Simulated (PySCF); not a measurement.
Fill in the blanks.

1-chloropentafluorobenzene, C6ClF5.
SMILES: `Fc1c(F)c(F)c(Cl)c(F)c1F`

```tsv
property	level	value
point group	PBE0-D3(BJ)/def2-SVP	?
rotational constants A, B, C	PBE0-D3(BJ)/def2-SVP	1.030, 0.753, 0.435 GHz
dipole moment	wB97X-D/def2-SVPD	0.25 D
HOMO energy	wB97X-D/def2-SVPD	-9.67 eV
LUMO energy	wB97X-D/def2-SVPD	0.34 eV
lowest singlet excitation	TDDFT wB97X-D/def2-SVPD	5.30 eV (234 nm, f = 0.003)
strongest line among the 10 lowest singlet transitions	TDDFT wB97X-D/def2-SVPD	?
lowest triplet excitation (Tamm–Dancoff)	TDA wB97X-D/def2-SVPD	?
static isotropic polarisability	wB97X-D/def2-SVPD	?
electronic spatial extent ⟨r²⟩ about the centre of nuclear charge	wB97X-D/def2-SVPD	?
13C chemical shifts (computed TMS as zero) by class	GIAO PBE0/pcSseg-1	?
isotropic shieldings of nuclei other than C and H, by class	GIAO PBE0/pcSseg-1	322 (2 F), 341 (1 F), 348 (2 F), 802 (1 Cl) ppm
```

Gas-phase values; electronic properties from PySCF, density fitting. Geometry: PBE0-D3(BJ)/def2-SVP; no solvent, vibrations or thermal averaging.

Problem. Give the static isotropic polarisability.

Solution. 84.7 au.

Problem. What are the 13C chemical shifts (computed TMS as zero) by class?

Solution. 151.6 (2 C), 147.7 (1 C), 145.2 (2 C), 116.9 (1 C) ppm.

Problem. Give the strongest line among the 10 lowest singlet transitions.

Solution. S6 at 6.92 eV (179 nm, f = 0.708).

Problem. Give the point group.

Solution. C2v.

Problem. What is the lowest triplet excitation (Tamm–Dancoff)?

Solution. 4.03 eV.

Problem. The electronic spatial extent ⟨r²⟩ about the centre of nuclear charge?

Solution. 2154 bohr².

Point group C2v permits a dipole; with 0.25 D the species has a pure rotational spectrum. No computed singlet falls in the visible range (750 to 380 nm, 1.65 to 3.26 eV); S1 lies 2.04 eV above its blue end. The vertical singlet–triplet gap S1 − T1 is 1.27 eV (TDDFT singlet less Tamm–Dancoff triplet; S1: HOMO−1→LUMO, weight 0.56, beside HOMO→LUMO+1, weight 0.42; T1: HOMO→LUMO, weight 0.60, beside HOMO−1→LUMO+1, weight 0.35). The polarisability is 12.55 Å³ as a volume (1 au = 0.148185 Å³), or 0.86 au for each of the 98 electrons. With B = h/(8π²I), that is 505.379 GHz u Å² over I, the principal moments of inertia are 490.7, 670.8 and 1161.5 u Å² (most abundant isotopes); the inertial defect Ic − Ia − Ib is 0.0 u Å² (zero for a rigid planar frame, negative otherwise).
